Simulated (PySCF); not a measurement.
**PBE beside CCSD(T) along the fifth-period p block: bonds to H**

PBE and CCSD(T) in PySCF with x2c-TZVPPall on every atom, spin-free X2C, for the lowest determinant that a PBE0 search found; no spin–orbit coupling.

| molecule | state (unpaired electrons) | PBE Re (Å) | PBE ωe (cm⁻¹) | PBE De (eV) | CCSD(T) Re (Å) | CCSD(T) ωe (cm⁻¹) | CCSD(T) De (eV) |
| --- | --- | --- | --- | --- | --- | --- | --- |
| InH | singlet (closed shell) | 1.872 | 1395 | 2.66 | 1.836 | 1485 | 2.73 |
| SnH | doublet (π ↑) | 1.798 | 1643 | 2.67 | 1.767 | 1728 | 2.64 |
| SbH | triplet (π ↑↑) | 1.733 | 1861 | 2.67 | 1.708 | 1934 | 2.54 |
| TeH | doublet (π ↑) | 1.675 | 2070 | 2.99 | ? | ? | ? |
| HI | singlet (closed shell) | 1.624 | 2260 | 3.45 | 1.601 | 2351 | 3.42 |

Task: Estimate the CCSD(T) values of TeH by adding the mean shift from PBE to CCSD(T) of the other rows, and compare with the calculation.

Result: The mean shifts are -2.9 pm, +85 cm⁻¹ and -0.03 eV, which give 1.646 Å, 2155 cm⁻¹ and 2.96 eV. CCSD(T)/x2c-TZVPPall gives Re = 1.652 Å, ωe = 2148 cm⁻¹, De = 2.91 eV.

Task: What are the mean differences of PBE from CCSD(T) over the whole series?

Result: Re +2.8 pm, ωe -83 cm⁻¹, De +0.04 eV.

In a basis of this size CCSD(T) is itself not converged; it tends to give bonds that are too long and too weak.

Correlated steps freeze 18 core orbitals. These are scalar-relativistic numbers at best; spin–orbit coupling would shift them, the dissociation energy most. Where the molecule has an RHF reference, its open-shell atoms are computed with UHF. States were picked by a PBE0 search and need not be the measured ground states.
